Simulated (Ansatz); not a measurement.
`OB(Cl)Cl` + `N#CCC(F)(F)F` → `N#CB(Cl)Cl` + `OCC(F)(F)F` at 400 K and 1 bar (formal exchange of groups at a B–O bond).

Calculated with Ansatz (gas phase, PBE0-D4/def2-TZVP geometries, no zero-point term in ΔE). CCSD(T)/CBS is the MP2 limit (def2-TZVPP, def2-QZVPP) plus CCSD(T) − MP2 in def2-TZVPP, frozen cores. This one scheme is used for every species. Each species was taken in one conformer, which may not be the lowest.

| species | CCSD(T)/CBS energy (Eh) | H − E (kJ/mol) | S (J/(mol·K)) |
| --- | --- | --- | --- |
| `OB(Cl)Cl` | -1020.26564 | 77.9 | 316.2 |
| `N#CCC(F)(F)F` | -469.42520 | 165.9 | 367.6 |
| `N#CB(Cl)Cl` | -1037.17055 | 63.6 | 335.5 |
| `OCC(F)(F)F` | -452.45922 | 180.2 | 349.6 |

H − E and S are ideal-gas, rigid-rotor, harmonic terms from PBE0-D4/def2-TZVP, for one conformer and one mirror image of each species. 1 Eh = 2625.50 kJ/mol, R = 8.31446 J/(mol·K).

Task: By hand: ΔE, ΔH, ΔS and ΔG.

Result: ΔE = (-1037.17055) + (-452.45922) − (-1020.26564) − (-469.42520) = 0.06107 Eh = 160.3 kJ/mol. Δ(H − E) = 63.6 + 180.2 − 77.9 − 165.9 = 0.0, so ΔH = 160.3 kJ/mol. ΔS = 335.5 + 349.6 − 316.2 − 367.6 = 1.3 J/(mol·K). ΔG = 160.3 − 400 × (1.3)/1000 = 159.8 kJ/mol.

Task: By hand: the equilibrium constant, and the temperature at which ΔG would vanish if ΔH and ΔS stayed fixed.

Result: log₁₀ K = −ΔG/(RT ln 10) = -20.9. ΔG = 0 at ΔH/ΔS = 123308 K, far beyond where these terms or the molecules hold.

The number of gas molecules stays the same, so ΔS is small and ΔH decides. A doubt of 5 kJ/mol in ΔE shifts log₁₀ K by 0.7 here. Other conformers and mirror images would add mixing entropy, several J/(mol·K) or more a flexible species. These are equilibria of isolated gas molecules and say nothing of rates. Largest T1 diagnostic: 0.014 (customary marks: 0.02 for closed shells, 0.045 for open ones).
